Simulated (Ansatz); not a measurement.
Species: SnOH3, charge 0, doublet. SnOH3 (SMILES [SnH3][O], doublet).
B3LYP-D3(BJ)/def2-TZVP minimum from Ansatz (a quantum-chemistry and plane-wave program):
```xyz
5

Sn    -0.2312     0.0087    -0.0634
O      1.7012    -0.0734     0.4704
H     -0.3657     1.5680    -0.7459
H     -1.1712    -0.1784     1.3510
H     -0.5120    -1.2373    -1.1982
```
Charge 0, spin multiplicity 2.

Total energies in def2-TZVPP, 13 correlated electrons, 10 frozen orbitals. Open shells are spin-unrestricted; no spin-orbit coupling. Correlated methods leave the cores frozen (noble-gas shells, and filled d and f shells in the p block). Past Kr the def2 sets carry scalar-relativistic core potentials. Spin-orbit terms, left out, reach several kcal/mol for Br and I, and more for heavier atoms.

| method | program | energy (Eh) | minus CCSDT(Q) (mEh) |
|---|---|---|---|
| HF | Ansatz | -289.92892 | 347.27 |
| MP2 | Ansatz | -290.23218 | 44.01 |
| CCSD | Ansatz | -290.26504 | 11.15 |
| CCSD(T) | Ansatz | -290.27464 | 1.55 |
| CCSDT(Q) | Ansatz | -290.27619 | 0.00 |

Rough core times of Ansatz's runs on a shared machine: CCSD(T) 2 min, CCSDT(Q) 60 min.
